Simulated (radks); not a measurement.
Problem. All-electron calculation, non-relativistic Kohn-Sham, LDA (Slater exchange, VWN5 correlation), spin-polarised, spherical densities, point nucleus; open shells are filled with parallel spins first (spin-orbit coupling, left out, can overturn this in heavy ions). Program: a radial shooting solver on a logarithmic mesh with Libxc functionals. Response by self-consistent Sternheimer equations with the Hartree and adiabatic LDA kernel. For heavy and open-shell atoms this level of theory can miss by tens of per cent. Rank Ne, Ne2+, F, Mo+, Rh, Ar+ (NIST ground configurations) by static dipole polarisability, largest first.

Solution. Rh 59.08, Mo+ 20.84, Ar+ 7.095, F 4.204, Ne 3.050, Ne2+ 0.8744 bohr^3.
